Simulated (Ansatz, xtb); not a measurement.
**Relative energy of two isomers of C3H4F3NS**

We compare X, `N/C(S)=C/C(F)(F)F`, a singlet, with Y, `NC(=S)CC(F)(F)F`, a singlet. Both are isolated molecules in the gas phase, relaxed with B3LYP-D3(BJ)/def2-SVP; the shapes shown needn't be the lowest conformers.

X (Å):

```yaml
atoms:
  - { symbol: C, position_ang: [-0.7329, 0.2448, -0.6262] }
  - { symbol: C, position_ang: [-0.6810, -0.7081, 0.3382] }
  - { symbol: C, position_ang: [0.1952, -1.9058, 0.3299] }
  - { symbol: F, position_ang: [0.0139, -2.6258, 1.4491] }
  - { symbol: F, position_ang: [1.5269, -1.6015, 0.2769] }
  - { symbol: F, position_ang: [-0.0169, -2.7333, -0.7160] }
  - { symbol: N, position_ang: [-1.7097, 1.2091, -0.6807] }
  - { symbol: S, position_ang: [0.3629, 0.3636, -2.0273] }
  - { symbol: H, position_ang: [-1.4501, 2.1168, -1.0512] }
  - { symbol: H, position_ang: [-2.3815, 1.2295, 0.0783] }
  - { symbol: H, position_ang: [1.4061, -0.2641, -1.4454] }
  - { symbol: H, position_ang: [-1.3649, -0.6460, 1.1867] }
```

Y (Å):

```xyz
12

C     0.3184    0.5601    0.8260
C     0.4983   -0.7258    0.0317
C    -0.1080   -1.9697    0.6494
F    -1.4662   -1.9038    0.6832
F     0.3054   -2.1632    1.9073
F     0.2080   -3.0584   -0.0632
N    -0.9399    0.8206    1.2292
S     1.5900    1.5761    1.1041
H    -1.6970    0.1610    1.0909
H    -1.1052    1.6636    1.7676
H     1.5716   -0.9038   -0.0972
H     0.0506   -0.6091   -0.9692
```

Question: Estimate E(Y) − E(X) at the level CCSD(T)/def2-SVP + ΔMP2/def2-TZVPP.

Answer: Calculated at CCSD(T)/def2-SVP + ΔMP2/def2-TZVPP: E(Y) − E(X) = −71.5 kJ/mol, so structure Y lies lower.

Level by level:

| level | geometry | E(Y) − E(X) (kJ/mol) | departure from the last row (kJ/mol) | job, with rough time for the two |
| --- | --- | --- | --- | --- |
| B3LYP-D3(BJ)/def2-SVP | B3LYP-D3(BJ)/def2-SVP | −75.4 | −4.0 | optimisation, 1.9 min |
| HF/def2-SVP | B3LYP-D3(BJ)/def2-SVP | −80.5 | −9.0 | part of the CCSD(T) run |
| MP2/def2-SVP | B3LYP-D3(BJ)/def2-SVP | −82.3 | −10.8 | part of the CCSD(T) run |
| CCSD(T)/def2-SVP | B3LYP-D3(BJ)/def2-SVP | −78.9 | −7.4 | single point |
| CCSD(T)/def2-SVP + ΔMP2/def2-TZVPP | B3LYP-D3(BJ)/def2-SVP | −71.5 |  | single point, 2.6 min |

As drawn, Y has 1 C=S, 1 C–C, 1 C–H in place of 1 C–S, 1 C=C, 1 S–H.

The levels shown agree on the order. The largest departure from CCSD(T)/def2-SVP + ΔMP2/def2-TZVPP is that of MP2/def2-SVP, 10.8 kJ/mol. Levels run at GFN2-xTB geometries aren't shown. The last row adds to CCSD(T) the change of the MP2 difference between the two basis sets, here +7.4 kJ/mol.

With thermal terms from frequencies at re-optimised GFN2-xTB minima (ideal gas, soft modes damped towards free rotors, one conformer each, 298.15 K, 1 atm): on the last row, ΔE + ΔZPE = −60.9, ΔH = −62.3, ΔG = −60.5 kJ/mol.

The correlated steps freeze 12 core orbitals. Programs: Ansatz 0.2.0, xtb 6.7.1; the last row on 2 threads of Arm Neoverse V2 on a shared host.
